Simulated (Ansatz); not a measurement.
`BC(B)=C` + H₂ → `BC=C` + BH₃ at 500 K and 1 bar (hydrogenolysis of a C–B bond).

Calculated with Ansatz (gas phase, PBE0-D4/def2-TZVP geometries, no zero-point term in ΔE). CBS: MP2 limit from def2 TZ/QZ plus the TZ coupled-cluster correction, frozen cores. This one scheme is used for every species.

| species | CCSD(T)/CBS energy (Eh) | H − E (kJ/mol) | S (J/(mol·K)) |
| --- | --- | --- | --- |
| `BC(B)=C` | -129.23883 | 232.3 | 353.9 |
| H₂ | -1.17544 | 41.0 | 145.5 |
| `BC=C` | -103.86193 | 194.0 | 304.9 |
| BH₃ | -26.55200 | 86.8 | 208.8 |

H − E and S are ideal-gas, rigid-rotor, harmonic terms from PBE0-D4/def2-TZVP. The MP2-based limit puts H₂ 0.8 mEh under its directly extrapolated value; such offsets cancel only in part. 1 Eh = 2625.50 kJ/mol, R = 8.31446 J/(mol·K).

Task: By hand: ΔE, ΔH, ΔS and ΔG.

Result: ΔE = (-103.86193) + (-26.55200) − (-129.23883) − (-1.17544) = 0.00034 Eh = 0.9 kJ/mol. Δ(H − E) = 194.0 + 86.8 − 232.3 − 41.0 = 7.5, so ΔH = 8.4 kJ/mol. ΔS = 304.9 + 208.8 − 353.9 − 145.5 = 14.3 J/(mol·K). ΔG = 8.4 − 500 × (14.3)/1000 = 1.2 kJ/mol.

Task: By hand: the equilibrium constant, and the temperature at which ΔG would vanish if ΔH and ΔS stayed fixed.

Result: log₁₀ K = −ΔG/(RT ln 10) = -0.1. ΔG = 0 at ΔH/ΔS = 587 K, though so small a ΔH makes that figure unsure.

TΔS isn't small against ΔH here. The sign of ΔG lies within the doubt. A doubt of 5 kJ/mol in ΔE shifts log₁₀ K by 0.5 here. These are equilibria of isolated gas molecules and say nothing of rates. Largest T1 diagnostic: 0.011 (customary marks: 0.02 for closed shells, 0.045 for open ones).
